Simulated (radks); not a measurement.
Cd2+, configuration [Kr] 4d10 (the NIST ground configuration). All-electron calculation, scalar-relativistic Kohn-Sham, PBEsol, spin-unpolarised, spherical densities, point nucleus. Program: a radial shooting solver on a logarithmic mesh with Libxc functionals.

Local quantities along the radius. ELF = 1/(1 + alpha^2) is the electron localisation function; alpha = (tau - tau_W)/tau_unif compares the Pauli kinetic energy density with that of the uniform gas; -r V(r) is the screened charge that the Kohn-Sham potential presents (atomic units); r v_xc is r times the local exchange-correlation potential (hartree bohr). tau is taken from the large components.

| r (bohr) | ELF | alpha | -r V(r) | r v_xc |
|---|---|---|---|---|
| 0.001395 | 0.999 | 0.02273 | 47.70 | -0.08902 |
| 0.001876 | 0.999 | 0.02327 | 47.58 | -0.1068 |
| 0.002502 | 0.999 | 0.02458 | 47.43 | -0.1299 |
| 0.003337 | 0.999 | 0.02697 | 47.23 | -0.1596 |
| 0.004451 | 0.999 | 0.03100 | 46.96 | -0.1966 |
| 0.005984 | 0.999 | 0.03800 | 46.60 | -0.2428 |
| 0.007981 | 0.998 | 0.04991 | 46.13 | -0.2951 |
| 0.01064 | 0.995 | 0.07198 | 45.52 | -0.3529 |
| 0.0142 | 0.987 | 0.1167 | 44.73 | -0.4118 |
| 0.01909 | 0.953 | 0.2218 | 43.69 | -0.4661 |
| 0.02546 | 0.818 | 0.4723 | 42.43 | -0.5048 |
| 0.03395 | 0.497 | 1.007 | 40.86 | -0.5277 |
| 0.04529 | 0.314 | 1.478 | 38.94 | -0.5588 |
| 0.06089 | 0.462 | 1.078 | 36.62 | -0.6650 |
| 0.08121 | 0.713 | 0.6346 | 33.97 | -0.8023 |
| 0.1083 | 0.735 | 0.5998 | 30.91 | -0.8830 |
| 0.1445 | 0.452 | 1.101 | 27.48 | -0.8783 |
| 0.1942 | 0.334 | 1.413 | 23.70 | -0.9210 |
| 0.2591 | 0.654 | 0.7275 | 19.96 | -1.114 |
| 0.3455 | 0.765 | 0.5536 | 16.30 | -1.190 |
| 0.4608 | 0.424 | 1.166 | 12.93 | -1.034 |
| 0.6196 | 0.225 | 1.854 | 9.815 | -0.9577 |
| 0.8264 | 0.708 | 0.6418 | 7.227 | -1.169 |
| 1.102 | 0.739 | 0.5938 | 5.100 | -1.208 |
| 1.47 | 0.517 | 0.9667 | 3.723 | -1.050 |
| 1.976 | 0.207 | 1.955 | 2.958 | -0.7908 |
| 2.636 | 0.046 | 4.566 | 2.547 | -0.5194 |
| 3.516 | 0.004 | 14.90 | 2.377 | -0.3739 |
| 4.689 | 0.000 | 85.32 | 2.191 | -0.1911 |

On this mesh the ELF has minima near r = 0.045, 0.17, 0.53 bohr, which separate the shells, and maxima near 0.094 (0.76), 0.35 (0.77), 0.95 (0.77).
